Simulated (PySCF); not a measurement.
CHOS (SMILES O=C=[SH+]), charge +1, singlet, geometry from GFN2-xTB. Base run: PySCF with CCSD(T)/def2-SVP.

PySCF was given this input:
```python
from pyscf import gto, scf, cc

mol = gto.M(
    atom='''
O     1.65943916   -0.41995957    0.20770173
C     0.57320951   -0.15369142    0.08329200
S    -0.95546310    0.29395335   -0.18938823
H    -1.42736083   -0.42142851    0.86884578
''',
    basis='def2-svp',
    charge=1,
    verbose=4,
)

mf = scf.RHF(mol)
mf.kernel()

mycc = cc.CCSD(mf)
mycc.kernel()
et = mycc.ccsd_t()
print('E(CCSD(T)) = %.10f' % (mycc.e_tot + et))
mf.analyze()
```

Each row names what was changed in the base input (with any setting that the change needs).

```json
[
 {"change": "base", "ΔE vs base (mEh)": "0.000", "MP2 correlation (Eh)": "-0.44855", "CC correlation without the perturbative part (Eh)": "-0.46066", "basis functions": "51"},
 {"change": "frozen = 6", "ΔE vs base (mEh)": "(withheld)", "MP2 correlation (Eh)": "(withheld)", "CC correlation without the perturbative part (Eh)": "(withheld)", "basis functions": "51"},
 {"change": "cc.diis_space = 3", "ΔE vs base (mEh)": "0.000", "MP2 correlation (Eh)": "-0.44855", "CC correlation without the perturbative part (Eh)": "-0.46066", "basis functions": "51"},
 {"change": "cc.direct = True", "ΔE vs base (mEh)": "0.000", "MP2 correlation (Eh)": "-0.44855", "CC correlation without the perturbative part (Eh)": "-0.46066", "basis functions": "51"},
 {"change": "method = ccsd", "ΔE vs base (mEh)": "(withheld)", "MP2 correlation (Eh)": "-0.44855", "CC correlation without the perturbative part (Eh)": "-0.46066", "basis functions": "51"},
 {"change": "frozen = 8", "ΔE vs base (mEh)": "(withheld)", "MP2 correlation (Eh)": "(withheld)", "CC correlation without the perturbative part (Eh)": "(withheld)", "basis functions": "51"},
 {"change": "cc.conv_tol = 1e-9", "ΔE vs base (mEh)": "0.000", "MP2 correlation (Eh)": "-0.44855", "CC correlation without the perturbative part (Eh)": "-0.46066", "basis functions": "51"},
 {"change": "cc.level_shift = 0.2", "ΔE vs base (mEh)": "0.000", "MP2 correlation (Eh)": "-0.44855", "CC correlation without the perturbative part (Eh)": "-0.46066", "basis functions": "51"},
 {"change": "cart = on", "ΔE vs base (mEh)": "-27.198", "MP2 correlation (Eh)": "-0.46501", "CC correlation without the perturbative part (Eh)": "-0.47674", "basis functions": "54"},
 {"change": "cc.conv_tol = 1e-5", "ΔE vs base (mEh)": "0.000", "MP2 correlation (Eh)": "-0.44855", "CC correlation without the perturbative part (Eh)": "-0.46066", "basis functions": "51"}
]
```

Task: Fill in the missing entries.

Result: 
- frozen = 6, ΔE vs base (mEh): 12.265
- frozen = 6, MP2 correlation (Eh): -0.43541
- frozen = 6, CC correlation without the perturbative part (Eh): -0.44873
- method = ccsd, ΔE vs base (mEh): 18.624
- frozen = 8, ΔE vs base (mEh): 79.793
- frozen = 8, MP2 correlation (Eh): -0.36785
- frozen = 8, CC correlation without the perturbative part (Eh): -0.38304
